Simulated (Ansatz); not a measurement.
Ansatz (a program for electronic structure) input (RI-MP2/aug-cc-pVTZ):
A basis named .json is the Basis Set Exchange file of that set.

Ansatz 0.2 input:
```yaml
crystal:
  periodic: [false, false, false]
  atoms:
    - {symbol: F, position_ang: [-0.30715198, 2.25654453, -0.01728395]}
    - {symbol: Ga, position_ang: [-0.07144937, 0.52491504, -0.00402057]}
    - {symbol: Br, position_ang: [-1.91539544, -0.79273893, 0.03651502]}
    - {symbol: Br, position_ang: [2.05766111, -0.25244013, -0.02850950]}
basis:
  gaussian:
    orbitals: aug-cc-pVTZ
    fitting: {mean_field: def2-universal-jkfit, correlation: aug-cc-pVTZ-RIFIT.json}
magnetization: {spin_polarized: false}
correlation: {method: mp2, electrons: outside_noble_gas}
```

Output:

```
Functional definition: HF
integrals: 0.35 GiB planned
875 factors; integrals over basis functions are off by at most 8.9e-1 eV
0.63 GiB of device memory are held for the factors and their scratch space
mean field: 1.62 GiB planned
mean field evaluation 1: about -195045.3870 eV, gradient 3.4e1 eV
mean field evaluation 2: about -195046.6145 eV, gradient 2.6e1 eV
mean field evaluation 4: about -195047.5304 eV, gradient 6.6e-1 eV
mean field evaluation 8: about -195047.5327 eV, gradient 1.3e-6 eV
mean field -195047.53273413 eV, -7167.8646200133 hartree, gradient 1.3e-6 eV, S^2 0.000000; 0 other end points of the search recorded, 0 dependent functions left out
43 core orbitals not correlated, not the lowest: weight in the atoms' cores, before any rotation towards them, 0.947 or more for the frozen orbitals, at most 0.049 for the correlated occupied ones
679 factors; their error is unknown
reference -195047.53273413 eV, -7167.8646200133 hartree; 12, 12 occupied and 168, 168 virtual orbitals, 679 factors
second order -17.77043463 eV of doubles, -0.00000000 eV of singles
Total energy: -195065.30316876 eV, -7168.5176714405 hartree
```
